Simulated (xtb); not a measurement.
OW (SMILES [O]=[W]), triplet, from a rough starting geometry (GFN-xTB shapes and energies of metal compounds can be far from the true ones); GFN2-xTB run with xtb 6.7.1.

xtb was given this input:
```
$ xtb mol.xyz --gfn 2 --uhf 2 --opt vtight --json

# file mol.xyz
2

W      0.08958723     0.03564912    -0.84180052
O      0.01194055     0.03529298     0.82490930
```

It wrote (shortened):

```
   ID    Z sym.   atoms
    1   74 W      1
    2    8 O      2

           -------------------------------------------------
          |                Calculation Setup                |
           -------------------------------------------------

           -------------------------------------------------
          |                 G F N 2 - x T B                 |
           -------------------------------------------------

          ...................................................
          :                      SETUP                      :
          :.................................................:
          :  # basis functions                  14          :
          :  # atomic orbitals                  13          :
          :  # shells                            5          :
          :  # electrons                        12          :
          :  max. iterations                   250          :
          :  Hamiltonian                  GFN2-xTB          :
          :  restarted?                      false          :
          :  GBSA solvation                  false          :
          :  PC potential                    false          :
          :  electronic temp.          300.0000000     K    :
          :  accuracy                    1.0000000          :
          :  -> integral cutoff          0.2500000E+02      :
          :  -> integral neglect         0.1000000E-07      :
          :  -> SCF convergence          0.1000000E-05 Eh   :
          :  -> wf. convergence          0.1000000E-03 e    :
          :  Broyden damping             0.4000000          :
          :  net charge                          0          :
          :  unpaired electrons                  2          :
          ...................................................

 iter      E             dE          RMSdq      gap      omega  full diag
   1     -1.3603543 -0.136035E+01  0.575E+01    1.39       0.0  T
   2     -2.0625756 -0.702221E+00  0.129E+02    5.37       1.0  T
   3     -3.6333879 -0.157081E+01  0.838E+01    1.22       1.0  T
   4      1.1970536  0.483044E+01  0.195E+02    1.40       1.0  T
   5     -5.5395515 -0.673661E+01  0.480E+01    0.66       1.0  T
   6     -5.4992545  0.402970E-01  0.503E+01    0.94       1.0  T
   7     -5.2833960  0.215858E+00  0.424E+01    1.61       1.0  T
   8     -6.0597993 -0.776403E+00  0.395E+01    2.09       1.0  T
   9     -5.8062181  0.253581E+00  0.499E+01    2.24       1.0  T
  10     -6.1485357 -0.342318E+00  0.346E+01    2.12       1.0  T
  11     -6.1949771 -0.464414E-01  0.305E+01    2.06       1.0  T
  12     -6.2433424 -0.483654E-01  0.178E+01    1.97       1.0  T
  13     -6.2701148 -0.267724E-01  0.186E+01    1.86       1.0  T
  14     -6.2720724 -0.195754E-02  0.188E+01    1.85       1.0  T
  15     -6.2519133  0.201591E-01  0.161E+01    1.93       1.0  T
  16     -6.3088077 -0.568944E-01  0.717E+00    1.36       1.0  T
  17     -6.3187320 -0.992429E-02  0.476E+00    1.18       1.0  T
  18     -6.3193625 -0.630509E-03  0.498E+00    1.19       1.0  T
  19     -6.3242360 -0.487353E-02  0.325E+00    1.05       1.0  T
  20     -6.3277536 -0.351757E-02  0.338E+00    1.02       1.0  T
  21     -6.3292730 -0.151941E-02  0.312E+00    0.99       1.0  T
  22     -6.3308337 -0.156075E-02  0.278E+00    0.95       1.0  T
  23     -6.3345387 -0.370499E-02  0.174E+00    0.73       1.0  T
  24     -6.3317098  0.282889E-02  0.351E+00    0.69       1.0  T
  25     -6.3319212 -0.211358E-03  0.344E+00    0.69       1.0  T
  26     -6.3352905 -0.336926E-02  0.199E+00    0.70       1.0  T
  27     -6.3378999 -0.260940E-02  0.348E-01    0.68       1.0  T
  28     -6.3374299  0.469940E-03  0.119E+00    0.66       1.0  T
  29     -6.3369856  0.444274E-03  0.156E+00    0.66       1.0  T
  30     -6.3378340 -0.848341E-03  0.650E-01    0.66       1.0  T
  31     -6.3380932 -0.259173E-03  0.247E-01    0.65       1.0  T
  32     -6.3380658  0.273828E-04  0.421E-01    0.65       1.0  T
[...]
         :: total energy              -6.313094499537 Eh    ::
 * total energy  :    -6.3130945 Eh     change       -0.2453682E-10 Eh
 * total energy  :    -6.3137743 Eh     change       -0.6797749E-03 Eh
 * total energy  :    -6.3138413 Eh     change       -0.6703975E-04 Eh
 * total energy  :    -6.3138419 Eh     change       -0.5665122E-06 Eh
 * total energy  :    -6.3138420 Eh     change       -0.1433894E-06 Eh
 * total energy  :    -6.3138420 Eh     change       -0.2085443E-09 Eh
   *** GEOMETRY OPTIMIZATION CONVERGED AFTER 6 ITERATIONS ***
         :: total energy              -6.313842024456 Eh    ::
[...]
         :: gradient norm              0.000000106883 Eh/a0 ::
         :: HOMO-LUMO gap              0.550164324335 eV    ::
         ::.................................................::
         :: SCC energy                -6.333248259229 Eh    ::
         :: -> isotropic ES            0.009493991749 Eh    ::
         :: -> anisotropic ES          0.002605339820 Eh    ::
         :: -> anisotropic XC          0.003605245157 Eh    ::
         :: -> dispersion             -0.000578676474 Eh    ::
         :: repulsion energy           0.019406234773 Eh    ::
         :: add. restraining           0.000000000000 Eh    ::
         :: total charge               0.000000000050 e     ::
         :::::::::::::::::::::::::::::::::::::::::::::::::::::

           -------------------------------------------------
          |                Property Printout                |
           -------------------------------------------------

    * Orbital Energies and Occupations

         #    Occupation            Energy/Eh            Energy/eV
      -------------------------------------------------------------
         1        2.0000           -0.7443744             -20.2555
         2        2.0000           -0.5422828             -14.7563
         3        2.0000           -0.5405382             -14.7088
         4        2.0000           -0.5405382             -14.7088
         5        2.0000           -0.4222585             -11.4902
         6        1.0000           -0.3917014             -10.6587
         7        1.0000           -0.3917014             -10.6587 (HOMO)
         8        0.0000           -0.3714832             -10.1086 (LUMO)
         9        0.0000           -0.3714832             -10.1086
        10                         -0.3417380              -9.2992
        11                         -0.0355733              -0.9680
        12                         -0.0355733              -0.9680
        13                          0.2695790               7.3356
      -------------------------------------------------------------
                  HL-Gap            0.0202182 Eh            0.5502 eV
             Fermi-level           -0.3944507 Eh          -10.7336 eV

     #   Z          covCN         q      C6AA      α(0)
     1  74 W        0.830     0.098   772.006    69.277
     2   8 O        0.830    -0.098    16.490     5.444

 Mol. C6AA /au·bohr⁶  :        988.378906
 Mol. C8AA /au·bohr⁸  :     136083.339799
 Mol. α(0) /au        :         74.721259

Wiberg/Mayer (AO) data.
largest (>0.10) Wiberg bond orders for each atom

 ---------------------------------------------------------------------------
     #   Z sym  total        # sym  WBO       # sym  WBO       # sym  WBO
 ---------------------------------------------------------------------------
     1  74 W    2.859 --     2 O    2.859
     2   8 O    2.859 --     1 W    2.859
 ---------------------------------------------------------------------------

Topologies differ in total number of bonds
Writing topology from bond orders to xtbtopo.mol

molecular dipole:
                 x           y           z       tot (Debye)
 q only:        0.015       0.000      -0.314
   full:        0.086       0.000      -1.856       4.722
molecular quadrupole (traceless):
                xx          xy          yy          xz          yz          zz
 q only:       -0.002       0.001      -0.006      -0.045      -0.032       0.009
  q+dip:       -2.735       0.009      -2.777      -0.651      -0.188       5.512
   full:       -2.925       0.009      -2.969      -0.678      -0.188       5.894

optimized geometry written to: xtbopt.xyz

           -------------------------------------------------
          | TOTAL ENERGY               -6.313842024456 Eh   |
          | GRADIENT NORM               0.000000106883 Eh/α |
          | HOMO-LUMO GAP               0.550164324335 eV   |
           -------------------------------------------------
```
